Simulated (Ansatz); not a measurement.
Input file for Ansatz (a first-principles code): R-B3LYP-D3(BJ)/def2-TZVP on H2 (SMILES [H][H]).

Ansatz 0.2 input:
```yaml
crystal:
  periodic: [false, false, false]
  atoms:
    - {symbol: H, position_ang: [0.00000000, 0.00000000, 0.36860000]}
    - {symbol: H, position_ang: [0.00000000, 0.00000000, -0.36860000]}
basis:
  gaussian:
    orbitals: def2-TZVP
hamiltonian:
  xc: b3lyp
  dispersion: d3bj
relax: {f_tol: 0.004, max_steps: 120}
scf: {lower_state_search: off}
```

Output:

```
WARN ansatz: RAYON_NUM_THREADS=4 ignored (pool sized by the plan → 4); use --threads N
Functional definition: B3LYP
these checks for a lower state are left out or cut short: stability, starts, cluster_reference, orbital_swaps, neighbouring_geometries, increment
integrals: 0.00 GiB planned
88 factors; their error is unknown
mean field: 0.04 GiB planned
mean field evaluation 1: about -31.9381 eV, gradient 6.9e0 eV
mean field evaluation 2: about -32.0939 eV, gradient 1.5e0 eV
mean field evaluation 4: about -32.0989 eV, gradient 6.4e-2 eV
mean field evaluation 8: about -32.0989 eV, gradient 8.5e-8 eV
mean field -32.09894092 eV, -1.1796143214 hartree, gradient 9.5e-8 eV, S^2 0.000000; 0 other end points of the search recorded, 0 dependent functions left out
the calculation of the forces begins
reference -32.09908208 eV, -1.1796195088 hartree; 1, 1 occupied and 11, 11 virtual orbitals, 88 factors
relax step   1: F+E_penalty+E_count = -32.10276011 eV  Δ(F+E_penalty+E_count) = +0.000e0 eV  max|allowed force component| = 2.504e-1 eV/Å  Δτ_max = 0.0000 Å  (9 SCF iters, accepted)
these checks for a lower state are left out or cut short: stability, starts, cluster_reference, orbital_swaps, neighbouring_geometries, increment
integrals: 0.00 GiB planned
88 factors; their error is unknown
mean field: 0.04 GiB planned
mean field evaluation 16: about -32.0998 eV, gradient 1.4e-4 eV
mean field -32.09976895 eV, -1.1796447509 hartree, gradient 9.8e-9 eV, S^2 0.000000; 0 other end points of the search recorded, 0 dependent functions left out
the calculation of the forces begins
reference -32.09991042 eV, -1.1796499498 hartree; 1, 1 occupied and 11, 11 virtual orbitals, 88 factors
relax step   2: F+E_penalty+E_count = -32.10359979 eV  Δ(F+E_penalty+E_count) = -8.397e-4 eV  max|allowed force component| = 1.216e-2 eV/Å  Δτ_max = 0.0032 Å  (11 SCF iters, accepted)
these checks for a lower state are left out or cut short: stability, starts, cluster_reference, orbital_swaps, neighbouring_geometries, increment
integrals: 0.00 GiB planned
88 factors; their error is unknown
mean field: 0.04 GiB planned
mean field -32.09977032 eV, -1.1796448013 hartree, gradient 7.5e-7 eV, S^2 0.000000; 0 other end points of the search recorded, 0 dependent functions left out
the calculation of the forces begins
reference -32.09991181 eV, -1.1796500007 hartree; 1, 1 occupied and 11, 11 virtual orbitals, 88 factors
relax step   3: F+E_penalty+E_count = -32.10360183 eV  Δ(F+E_penalty+E_count) = -2.042e-6 eV  max|allowed force component| = 5.920e-5 eV/Å  Δτ_max = 0.0002 Å  (5 SCF iters, accepted)
Total energy: -32.10374331 eV, -1.1797908061 hartree
Atom 0 at     0.000000     0.000000     0.371986 Å, force     0.000000     0.000000     0.000059 eV/Å
Atom 1 at    -0.000000    -0.000000    -0.371986 Å, force     0.000000     0.000000    -0.000059 eV/Å
Dipole moment:    -0.000000    -0.000000    -0.000000 e Å
Checks for a lower state left out: stability, starts, cluster_reference, orbital_swaps, neighbouring_geometries, increment
```

Self-consistency was reached.

Cost: around 0.15 core-seconds (rough).
